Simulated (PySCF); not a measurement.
# Computed properties of CH7ClO2Si2, SMILES C[Si@@H](O)[Si@H](O)Cl

CH7ClO2Si2, SMILES C[Si@@H](O)[Si@H](O)Cl. Coordinates come from a PBE0-D3(BJ)/def2-SVP optimisation. The structure was generated by enumeration; whether it is a known compound was not checked. The values are those of a single conformer. All values are computed for the isolated molecule unless a solvent is named; none is compared with measurement here.

**Structure.** All 33 harmonic modes at PBE0-D3(BJ)/def2-SVP (PySCF) are real, so it is a minimum. With heavy atoms numbered as in [CH3:1][Si@@H:2]([OH:3])[Si@H:4]([OH:5])[Cl:6], the shortest bond between them is Si4–O5 at 1.659 Å and the longest Si2–Si4 at 2.341 Å.

**Vibrations.** The strongest infrared lines (harmonic, unscaled, degenerate partners summed) lie at 888 cm⁻¹ (230 km/mol, H 45 %, O 26 %, Si 24 %), 1015 cm⁻¹ (206 km/mol, H 89 %), 554 cm⁻¹ (192 km/mol, Si 47 %, Cl 30 %, H 19 %). The softest mode is at 39 cm⁻¹ and the zero-point energy is 54.0 kcal/mol.

**Electronic structure.** HF/def2-TZVP (PySCF) places the frontier levels at -10.64 and 2.56 eV, a gap of 13.20 eV, and gives a dipole moment of 4.25 D and a mean polarisability of 75.0 bohr³. PBE/def2-TZVP (PySCF) at the same geometry gives -6.49 and -1.42 eV, so its gap is 8.13 eV narrower. An orbital gap is neither the optical nor the fundamental gap.

**Excitations.** TDDFT-CAM-B3LYP/def2-SVPD (PySCF) has S1 at 6.18 eV (201 nm, f = 0.015, weak); the most intense of the 10 singlets computed lies at 8.03 eV (f = 0.10). T1 (TDA) is at 5.57 eV. TDDFT-PBE/def2-SVPD (PySCF) puts S1 at 5.28 eV. No vertical singlet excitation falls in the visible range (under 3.1 eV).

**NMR.** GIAO shifts at PBE0/pcSseg-1 (PySCF) (non-relativistic, atoms alike by connectivity averaged): ¹³C at 3.0 ppm against TMS; ¹H from 0.7 to 5.8 ppm against TMS; ²⁹Si from 0.3 to 4.1 ppm against TMS. Without spin–orbit terms, shifts of atoms bonded to Cl or Br come out too high.

**Solvation.** SMD-ωB97X/6-31G* (PySCF) gives -6.7 kcal/mol in water, -9.5 kcal/mol in 2-propanol, -6.2 kcal/mol in chlorobenzene (1 M in both phases, gas-phase geometry); of these solvents 2-propanol holds the molecule best.
